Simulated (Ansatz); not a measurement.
PBE exchange is replaced step by step with exact exchange (0 % is PBE, 25 % PBE0; no dispersion term), basis def2-TZVP, Ansatz. System: the cluster Hf₂N₂. Total charge 0; singlet. Geometry: r2SCAN-D4/def2-TZVP.

Geometry of the singlet:

Cartesian coordinates in Å:
```
Hf -0.7401 1.1500 -0.2568
Hf 0.7398 -1.1505 0.2554
N 1.0887 0.5996 -0.4529
N -1.0884 -0.5991 0.4542
```

In the def2 sets Hf takes a core potential; there is no spin–orbit coupling. At PBE-D4/def2-TZVP, PBE0-D4/def2-TZVP the restricted singlet is unstable: a solution with broken spin symmetry lies lower. The restricted singlet is unstable towards broken spin symmetry at other levels; at PBE with 5 % exact exchange/def2-TZVP, PBE with 10 % exact exchange/def2-TZVP, PBE with 15 % exact exchange/def2-TZVP, PBE with 35 % exact exchange/def2-TZVP and others this wasn't settled. The geometry of the singlet was relaxed on an unsound state (restricted singlet, unstable towards broken spin symmetry). The order of the spin states hangs on the level: the triplet lies 0.24 eV below the singlet at PBE0-D4/def2-TZVP, but 0.06 eV above it at PBE-D4/def2-TZVP. The singlet is doubtful at PBE0-D4/def2-TZVP (restricted singlet, unstable towards broken spin symmetry). The singlet is doubtful at PBE-D4/def2-TZVP (restricted singlet, unstable towards broken spin symmetry). The structure comes from a short search, and lower isomers may exist.

| exact exchange (%) | HOMO (eV) | LUMO (eV) | gap (eV) |
| --- | --- | --- | --- |
| 5 | -3.94 | -3.10 | 0.84 |
| 10 | -4.04 | -3.02 | 1.02 |
| 15 | -4.13 | -2.93 | 1.20 |
| 25 | -4.32 | -2.77 | 1.55 |
| 35 | -4.51 | -2.61 | 1.90 |
| 50 | -4.78 | -2.37 | 2.40 |

Problem. Estimate the row for 0 %.

Solution. 
| exact exchange (%) | HOMO (eV) | LUMO (eV) | gap (eV) |
| --- | --- | --- | --- |
| 0 | -3.85 | -3.19 | 0.66 |
